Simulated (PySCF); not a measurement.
C₃H₃ClF₂, SMILES F[C@@H]1C[C@@]1(F)Cl.

Geometry: PBE0-D3(BJ)/def2-SVP. The structure was generated by enumeration; whether it is a known compound was not checked.

Method: PBE/def2-TZVP in PySCF.

Gas-phase values at a fixed geometry.

| Item | Value |
|---|---|
| total energy | -775.57928 hartree |
| highest occupied level | -6.71 eV |
| lowest empty level | -0.90 eV |
| orbital gap | 5.81 eV |
| dipole moment | 2.02 D |
| quadrupole, principal values (traceless, Buckingham form, about the centre of nuclear charge) | -4.91, 1.20, 3.71 D·Å |
| mean static polarisability | 48.0 bohr³ (7.12 Å³) |
| polarisability, principal values | 42.4, 43.8, 57.9 bohr³ |
